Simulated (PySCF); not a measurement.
**TDDFT excited states: C5H8F2**

Species: C5H8F2.
Z-matrix (Å and degrees, GFN2-xTB geometry), rows numbered from 1:
```
F 
C   1  1.3778
C   2  1.5325  1  110.75
C   3  1.5282  2  104.60  1  -138.35
C   4  1.5282  3  103.29  2    36.36
C   5  1.5266  4  103.64  3   -40.13
F   6  1.3805  2  109.10  1  -127.67
H   2  1.0952  1  106.24  3   123.44
H   3  1.0878  2  112.24  1    98.80
H   3  1.0909  2  107.97  1   -20.81
H   4  1.0905  3  109.98  2   -80.66
H   4  1.0879  3  112.38  2   158.01
H   5  1.0897  4  110.48  3    76.84
H   5  1.0882  4  113.19  3  -160.40
H   6  1.0944  2  111.47  1   -10.74
```

Method used: TDDFT B3LYP/def2-SVPD, vertical, gas phase, core orbitals frozen in the response in PySCF 2.14.0, density-fitted response routines.

```json
{"state": "S1", "E (eV)": "8.21", "λ (nm)": "151.1", "ν̃ (cm⁻¹)": "66190", "f": "0.0004", "main configurations (H = HOMO, L = LUMO)": "H→L (72%), H→L+1 (24%)"}
{"state": "S2", "E (eV)": "8.41", "λ (nm)": "147.5", "ν̃ (cm⁻¹)": "67800", "f": "0.0045", "main configurations (H = HOMO, L = LUMO)": "H→L+1 (70%), H→L (26%)"}
{"state": "S3", "E (eV)": "8.70", "λ (nm)": "142.6", "ν̃ (cm⁻¹)": "70140", "f": "0.018", "main configurations (H = HOMO, L = LUMO)": "H-1→L (85%), H-1→L+1 (10%)"}
{"state": "S4", "E (eV)": "8.75", "λ (nm)": "141.7", "ν̃ (cm⁻¹)": "70560", "f": "0.010", "main configurations (H = HOMO, L = LUMO)": "H-2→L (83%), H-2→L+1 (10%)"}
{"state": "S5", "E (eV)": "8.87", "λ (nm)": "139.8", "ν̃ (cm⁻¹)": "71510", "f": "0.011", "main configurations (H = HOMO, L = LUMO)": "H-2→L+1 (65%), H-1→L+1 (17%), H-2→L (11%)"}
{"state": "S6", "E (eV)": "8.93", "λ (nm)": "138.8", "ν̃ (cm⁻¹)": "72060", "f": "0.0020", "main configurations (H = HOMO, L = LUMO)": "H-1→L+1 (56%), H-2→L+1 (18%), H-3→L (8%)"}
{"state": "S7", "E (eV)": "8.99", "λ (nm)": "137.8", "ν̃ (cm⁻¹)": "72540", "f": "0.0015", "main configurations (H = HOMO, L = LUMO)": "H→L+2 (88%)"}
{"state": "S8", "E (eV)": "9.03", "λ (nm)": "137.2", "ν̃ (cm⁻¹)": "72860", "f": "0.0091", "main configurations (H = HOMO, L = LUMO)": "H-3→L (82%), H-1→L+1 (8%)"}
```

Triplets, Tamm–Dancoff:

| state | E (eV) | λ (nm) | main configurations (H = HOMO, L = LUMO) |
| --- | --- | --- | --- |
| T1 | 7.94 | 156.1 | H→L+1 (50%), H→L (38%) |
| T2 | 8.24 | 150.4 | H→L (57%), H→L+1 (32%) |
| T3 | 8.42 | 147.3 | H-1→L (53%), H-1→L+1 (32%) |

The lowest singlet comes at 151 nm (792 kJ/mol) in the vacuum ultraviolet; it is dark (f under 0.0005); its leading configuration is HOMO→LUMO (72%). The strongest level in the table is S3 at 8.70 eV (143 nm, f = 0.018). Löwdin shares by element: HOMO fluorine 41%, carbon 33% or more (atoms not listed hold the other 26%); LUMO carbon 37% or more, hydrogen 11% or more (atoms not listed hold the other 52%). The oscillator strengths of these states sum to 0.058; summed over the whole spectrum of an exact calculation they would give the number of electrons, 56 (Thomas–Reiche–Kuhn). Of the 8 states listed, 3 reach f = 0.01 and 1 stays under 0.0005. Weighted by f, the mean energy of these states is 8.78 eV. Only the lowest 8 singlets were computed, as vertical energies without vibronic structure.

Time: 76 s of wall time (grids of density and orbitals included); peak memory 0.85 GiB. Hardware: an Arm Neoverse N1 with one thread, on a shared host.

One conformer stands for the species.

Without π bonds the low states are Rydberg-like; a valence basis with one diffuse set may place them up to an eV too high.
